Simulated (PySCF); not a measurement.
A PySCF script (with the pyscf-properties extension) for the NMR shieldings of `InChI=1S/C6H9NOSi/c1-3-9(6-7)5-4-8-2/h1,9H,4-5H2,2H3/t9-/m1/s1`, on a GFN2-xTB geometry:

```python
import basis_set_exchange as bse
import numpy as np
from pyscf import gto, dft
from pyscf.prop import nmr

atoms = """
C     4.047096    0.908770    0.522283
C     2.847413    0.832467    0.500609
Si    0.994974    0.729480    0.457872
C     0.546421    1.226970   -1.290785
N     0.224107    1.496524   -2.356384
C     0.507656   -1.105327    0.667802
C    -0.879541   -1.229102    0.063318
O    -1.515892    0.006953    0.322132
C    -2.689751    0.223010   -0.415566
H     5.097441    0.970798    0.539653
H     0.395332    1.661784    1.408334
H     0.482938   -1.361449    1.725786
H     1.202336   -1.788579    0.183005
H    -0.809461   -1.385991   -1.023130
H    -1.466375   -2.055220    0.491365
H    -3.438722   -0.545954   -0.193557
H    -3.071295    1.198844   -0.122095
H    -2.483437    0.222339   -1.492300
"""
names = dict.fromkeys(["C", "Si", "N", "O", "H"], "pcSseg-1")
basis = {el: gto.basis.parse(bse.get_basis(n, elements=[el], fmt="nwchem")) for el, n in names.items()}
mol = gto.M(atom=atoms, basis=basis, charge=0, verbose=0)
mf = dft.RKS(mol, xc="PBE0")
mf.grids.level = 2
mf.grids.alignment = dft.numint.BLKSIZE   # the property module wants whole blocks of grid points
mf.conv_tol = 1e-9
mf.kernel()

calc = nmr.RKS(mf)   # GIAO
C = mf.mo_coeff
Co = C[:, mf.mo_occ > 0]
resp = mf.gen_response(singlet=True, hermi=2)
def vind(x):   # induced exchange potential for any number of trial vectors
    d = np.einsum("pi,xij,qj->xpq", C, 2 * x.reshape(-1, C.shape[1], Co.shape[1]), Co, optimize=True)
    return np.einsum("xpq,pi,qj->xij", resp(d - d.transpose(0, 2, 1)), C, Co, optimize=True).ravel()
mo1, _ = nmr.rhf.solve_mo1(calc, with_cphf=vind)
sigma = calc.kernel(mo1)
for i, s in enumerate(sigma):   # ppm
    w = np.linalg.eigvalsh((s + s.T) / 2)
    print("%2d %-2s iso %8.1f  s11 %8.1f  s22 %8.1f  s33 %8.1f" % (i, mol.atom_pure_symbol(i), w.mean(), *w))
```

**Question.** What does it print?

**Answer.** 
```
 0 C  iso     82.4  s11     -0.7  s22      0.8  s33    247.1
 1 C  iso     99.9  s11      2.5  s22      6.5  s33    290.7
 2 Si iso    423.6  s11    397.8  s22    408.9  s33    464.0
 3 C  iso     62.3  s11    -52.9  s22    -46.7  s33    286.4
 4 N  iso    -83.5  s11   -290.9  s22   -260.2  s33    300.5
 5 C  iso    166.5  s11    139.6  s22    171.5  s33    188.5
 6 C  iso    116.4  s11     84.8  s22     98.2  s33    166.1
 7 O  iso    296.9  s11    245.7  s22    318.7  s33    326.5
 8 C  iso    126.5  s11     93.6  s22    101.3  s33    184.7
 9 H  iso     29.7  s11     24.7  s22     24.7  s33     39.8
10 H  iso     26.9  s11     22.9  s22     26.1  s33     31.6
11 H  iso     30.0  s11     25.9  s22     28.3  s33     35.7
12 H  iso     30.4  s11     26.3  s22     28.3  s33     36.6
13 H  iso     28.3  s11     25.3  s22     27.8  s33     31.6
14 H  iso     27.8  s11     23.6  s22     26.8  s33     32.9
15 H  iso     28.3  s11     24.2  s22     25.6  s33     35.1
16 H  iso     28.0  s11     24.1  s22     25.1  s33     34.8
17 H  iso     28.2  s11     24.0  s22     27.2  s33     33.3
```

These numbers come from an equivalent density-fitted implementation of the same equations, which agrees with the script to about 0.01 ppm for H and up to a few tenths of a ppm for heavy atoms, so last digits may differ.

**Question.** Turn these shieldings into chemical shifts. Referencing at the same level of theory: $^{13}$C (186.93 ppm) and $^{29}$Si (349.16 ppm) and $^{1}$H (31.72 ppm) against TMS; NH3 for $^{15}$N (267.73 ppm); $^{17}$O (336.08 ppm) vs H2O.

**Answer.** Averaging equivalent atoms: C 3: 124.6; C 0: 104.5; C 1: 87.0; C 6: 70.5; C 8: 60.4; C 5: 20.4; Si 2: -74.4; N 4: 351.2; O 7: 39.1; H 10: 4.84; H 14: 3.96; H 15/16/17: 3.57; H 13: 3.46; H 9: 1.98; H 11: 1.76; H 12: 1.32 ppm. Experimental scales use liquid or dissolved standards, which lie at an offset from isolated NH3 (liquid NH3: subtract about 20 ppm) and H2O (liquid H2O: subtract about 36 ppm). Unscaled 15N shifts of sp2 nitrogen come out 20 to 40 ppm too high even then.

Size and cost of the density-fitted run: 205 basis functions, 42 s wall time on 1 thread of an Arm Neoverse V1, shared host; peak memory 0.92 GiB.
